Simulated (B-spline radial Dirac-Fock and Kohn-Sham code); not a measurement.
Ho: input and output of one calculation

ΔSCF core binding energies without Breit or QED terms, calculated with a radial atomic solver. Keys: rel is the Hamiltonian (dirac, or spin-free x2c and nr, where L3 and M5 stand for the whole 2p and 3d shells), method is hf or an exchange,correlation pair (spin-unpolarised, also for the hole states), nuc the nuclear model, radius_factor scales its radius, rmax is the box in bohr, h the logarithmic mesh step, order the B-spline order, points the quadrature points per cell, c_factor scales the speed of light, and damp, ndamp, maxit and tol steer the iteration. The run stops when the commutator error falls below 10·tol·max(1, Z/10), or the numerical noise floor, and the energy has settled to about 1e-8 Ha; the virial ratio is −V/T.

Input (task.json):

```json
{"items": [{"Z": 67, "q": 0, "cfg": [[1, 0, 2], [2, 0, 2], [2, 1, 6], [3, 0, 2], [3, 1, 6], [3, 2, 10], [4, 0, 2], [4, 1, 6], [4, 2, 10], [4, 3, 11], [5, 0, 2], [5, 1, 6], [6, 0, 2]], "A": 165, "rrms": 5.2022, "do": "settings", "holes": ["K", "L3", "M5"],
  "settings": [{"rel": "dirac", "method": "hf", "nuc": "fermi", "radius_factor": 1000.0, "rmax": 45.0, "h": 0.3, "order": 8, "points": 10, "c_factor": 1.0, "maxit": 64, "damp": 0.5, "ndamp": 3, "tol": 1e-08}]}]}
```

Command: `python xray2_run.py task.json out`

Ground-state iterations:

```
iter   energy (Ha)        error
   1    -6585.04480697  8.22e+00
   2    -6634.01259280  2.37e+00
   3    -6682.02039071  3.44e-01
   4    -6683.37674962  9.15e-02
   5    -6683.42082441  1.67e-02
   6    -6683.42506481  1.07e-02
   7    -6683.42629886  1.19e-03
   8    -6683.42639301  2.55e-04
   9    -6683.42639946  5.05e-05
  10    -6683.42639979  1.24e-05
  11    -6683.42639982  2.06e-06
  12    -6683.42639982  2.24e-07
```

The ground state converged in 12 iterations, with total energy -6683.42640 Ha, virial ratio 2.60781 and highest orbital energy -3.15 eV. ΔSCF binding energies: K (1s) 8642.5 eV, L3 (2p3/2) 4610.6 eV, M5 (3d5/2) 1541.3 eV.

Task: One setting is unsound. Which, and why?

Result: radius_factor inflates the nucleus far beyond its size, which weakens the binding of the inner electrons. With the default settings (Dirac Hartree-Fock): The ground state converged in 11 iterations, with total energy -12621.37679 Ha, virial ratio 1.90915 and highest orbital energy -5.17 eV. ΔSCF binding energies: K (1s) 55867.5 eV, L3 (2p3/2) 8091.6 eV, M5 (3d5/2) 1355.0 eV.
